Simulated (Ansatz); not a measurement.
A nudged elastic band was laid between two geometries of BClH4O3 + H2O (12 atoms, charge 0, multiplicity 1).

Theory: Ansatz 0.2.0, RKS B3LYP-D4/def2-SVP.

```yaml
movable_images: 9
climbing_image: yes
spring: 5.0 eV/Å²
optimiser: quadratic models (default)
start_path: through a guess of the saddle point
force_threshold: 0.03 eV/Å
iteration_limit: 58
end_points: relaxed
```

Image 0:

```xyz
12
Properties=species:S:1:pos:R:3
B -0.626 -0.533 0.051
Cl -1.736 0.927 -0.460
O 0.383 -0.840 -0.906
O -1.315 -1.627 0.557
H 0.840 0.839 0.746
O 0.255 0.157 1.245
H 0.651 2.102 -0.730
O 1.446 1.607 -0.466
H 0.068 -1.507 -1.527
H -2.174 -1.380 0.916
H 0.844 -0.536 1.585
H 1.365 0.791 -1.009
```

Image 10:

```xyz
12
Properties=species:S:1:pos:R:3
B -0.090 -1.259 0.037
Cl -0.175 1.618 -2.229
O -0.020 -2.430 -0.656
O -1.270 -0.745 0.461
H 0.689 1.067 0.810
O 1.099 -0.598 0.326
H -0.197 1.838 -0.933
O -0.047 1.718 0.863
H -0.898 -2.782 -0.851
H -1.177 0.154 0.822
H 1.858 -1.009 -0.108
H 0.227 2.428 1.457
```

(1) What changes between the two ends?

(2) What energy profile does the band end with?

(3) What is the geometry of the highest image?

(4) What are the harmonic wavenumbers there?

Answers

(1) Bonds broken: B1–Cl2, H5–O6, H7–O8. Bonds formed: Cl2–H7, H5–O8. BClH4O3 + H2O becomes BH3O3 + ClH + H2O.

(2) The run converged. The highest image is number 5 of 0 to 10, 8.5 kcal/mol above the first end and 17.8 kcal/mol above the last; the last end lies 9.3 kcal/mol below the first. A vibrational analysis at the climbing image gives one clearly imaginary mode, 391i cm⁻¹: a first-order saddle point. The orbitals stay closed-shell, which can raise the energy where a bond breaks towards radicals; this wasn't checked here.

```
image  path coordinate (Å)  energy (kcal/mol)  B1–Cl2 (Å)  H5–O6 (Å)  H7–O8 (Å)
    0                 0.00                0.0        1.90       1.03       0.97
    1                 1.05                1.1        1.94       1.02       0.98
    2                 2.10                2.4        1.96       1.02       0.98
    3                 3.15                3.6        1.97       1.02       0.98
    4                 4.20                4.3        1.99       1.02       0.99
    5                 5.25                8.5        2.44       1.18       1.04
    6                 6.03               -2.7        3.02       1.62       1.48
    7                 6.81               -6.7        3.50       1.77       1.65
    8                 7.58               -7.0        3.64       1.76       1.69
    9                 8.36               -8.4        3.69       1.76       1.74
   10                 9.13               -9.3        3.66       1.78       1.81
```

(3) 
```xyz
12
Properties=species:S:1:pos:R:3:forces:R:3
B -0.332 -1.018 0.059 0.00 0.00 0.00
Cl -0.856 0.766 -1.527 0.00 0.00 0.00
O 0.004 -2.125 -0.664 0.00 0.00 0.00
O -1.479 -0.868 0.790 0.00 0.00 0.00
H 0.869 0.777 0.660 0.00 0.00 0.00
O 0.900 -0.396 0.603 0.00 0.00 0.00
H -0.016 1.836 -0.256 0.00 0.00 0.00
O 0.629 1.990 0.543 0.00 0.00 0.00
H -0.777 -2.612 -0.951 0.00 0.00 0.00
H -1.988 -0.114 0.462 0.00 0.00 0.00
H 1.664 -0.717 0.101 0.00 0.00 0.00
H 1.383 2.481 0.182 0.00 0.00 0.00
```

(4) 391i, 56, 133, 186, 268, 285, 378, 385, 396, 419, 449, 494, 525, 648, 774, 831, 930, 1006, 1025, 1106, 1304, 1400, 1507, 1615, 1771, 2679, 3801, 3812, 3826, 3877 cm⁻¹.

The run took 16 min on 2 threads of AMD EPYC 7R43 64-Core Processor (Zen 3), on a shared host, peak memory 0.31 GiB.
